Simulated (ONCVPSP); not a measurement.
**Rh (Z = 45) ONCV: all-electron and pseudo phase curves**

* Element: rhodium (Rh)
* Generator: ONCVPSP 4.0.1
* Type: optimised norm-conserving Vanderbilt (ONCV)
* Functional: PBE
* Relativity: scalar-relativistic
* Frozen core: [Ar] 3d10 4s2
* Valence charge: 15
* Reference configuration: 4p6 4d8 5s1
* Partial waves: 5s: rc 2.80 bohr, ncon 4, nbas 8, qcut 2 1/bohr, 2 projectors, debl 1.2 Ha; 4p: rc 1.75 bohr, ncon 4, nbas 9, qcut 6.7 1/bohr, 1 projector; 4d: rc 1.70 bohr, ncon 5, nbas 10, qcut 8 1/bohr, 3 projectors, debl 3 Ha
* Local potential: polynomial inside 1.05 bohr (lpopt 5, dvloc0 0 Ha)
* Core correction: Teter function, fcfact 2.75, rcfact 1.2

The phase is arctan(r·R′/R) of the radial function R(r), unwrapped; energies in Ha, scanned from -3 to 5 Ha. A pole is an energy at which the radial function vanishes at the test radius. The pseudo phase is shifted by a multiple of π to meet the all-electron one at the reference energy, and phase errors are pseudo minus all-electron; the curves can meet again beyond the range given. Levels narrower than the energy grid can be missing from the lists of poles.

Question: For each channel, where are the poles, and over which energies does the pseudopotential scatter like the atom?

Answer:

| channel | radius (bohr) | reference energy (Ha) | poles, all-electron | poles, pseudo | unbroken range about the reference energy with phases within 0.05 rad | phase error 1 Ha above the reference energy (rad) |
| --- | --- | --- | --- | --- | --- | --- |
| s | 2.85 | -0.16 | 0.68, 4.36 | 0.68, 2.50 | below 1.8 | -0.000 |
| p | 1.78 | -1.85 | -1.47 | -1.48, 4.18 | below 0.3 | -0.006 |
| d | 1.72 | -0.22 | 0.77 | 0.77 | the whole range | -0.000 |

Note: ghosts flagged at negative energy: s at -154.6 eV; GHOST(+) flagged for s at 67.9 eV. A true bound ghost makes a file unfit for plane-wave use.

Phases in the p channel:

```csv
E (Ha),all-electron,pseudo
-2.98,1.045,1.042
-2.76,0.916,0.911
-2.54,0.654,0.646
-2.32,0.022,0.012
-2.10,-0.851,-0.854
-1.88,-1.284,-1.284
-1.66,-1.477,-1.477
-1.44,-1.584,-1.585
-1.22,-1.656,-1.659
-1.00,-1.712,-1.716
-0.78,-1.760,-1.767
-0.56,-1.806,-1.816
-0.34,-1.852,-1.868
-0.12,-1.903,-1.927
0.10,-1.962,-1.998
0.32,-2.033,-2.090
0.54,-2.124,-2.216
0.76,-2.247,-2.402
0.98,-2.419,-2.684
1.20,-2.664,-3.083
1.42,-2.995,-3.520
1.64,-3.369,-3.869
1.86,-3.701,-4.102
2.08,-3.947,-4.256
2.30,-4.119,-4.362
2.52,-4.239,-4.439
2.74,-4.327,-4.498
2.96,-4.393,-4.545
3.18,-4.445,-4.583
3.40,-4.486,-4.617
3.62,-4.520,-4.646
3.84,-4.549,-4.673
4.06,-4.573,-4.699
4.28,-4.594,-4.724
4.50,-4.613,-4.750
4.72,-4.630,-4.777
4.94,-4.646,-4.808
```
